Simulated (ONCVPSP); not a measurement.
magnesium (Mg): excitation energies, all-electron against ONCV

| Quantity | Value |
| --- | --- |
| Element | Mg |
| Generator | ONCVPSP 4.0.1 |
| Type | optimised norm-conserving Vanderbilt (ONCV) |
| Functional | PBEsol |
| Relativity | scalar-relativistic |
| Frozen core | [He] |
| Valence charge | 10 |
| Reference configuration | 2s2 2p6 3s1 3p1 |
| Partial waves | 2s+3s: rc 1.40 bohr, ncon 3, nbas 7, qcut 11.2 1/bohr, 2 projectors; 2p+3p: rc 1.05 bohr, ncon 3, nbas 6, qcut 11.2 1/bohr, 2 projectors |
| Local potential | polynomial inside 0.90 bohr (lpopt 5, dvloc0 1 Ha) |
| Core correction | Teter function, fcfact 1.75, rcfact 1.8 |

Energies are relative to the spin-unpolarised reference configuration 2s2 2p6 3s1 3p1; without spin polarisation the order of configurations can differ from experiment.

```json
{"valence configuration": "2s2 2p6 3s1 3p0", "charge": "+1", "ΔE all-electron (eV)": "4.446", "error AE − PS (meV)": "+0.1"}
{"valence configuration": "2s2 2p5 3s2 3p0", "charge": "+1", "ΔE all-electron (eV)": "54.981", "error AE − PS (meV)": "+299"}
```

(1) What are ΔE and the potential's error for 2s2 2p6 3s0 3p0?

(2) What are ΔE and the potential's error for 2s2 2p6 3s2 3p0?

## Answers

(1) ΔE = 19.262 eV all-electron; the error (AE − PS) is -0.8 meV.

(2) ΔE = -3.474 eV all-electron; the error (AE − PS) is 0.0 meV.
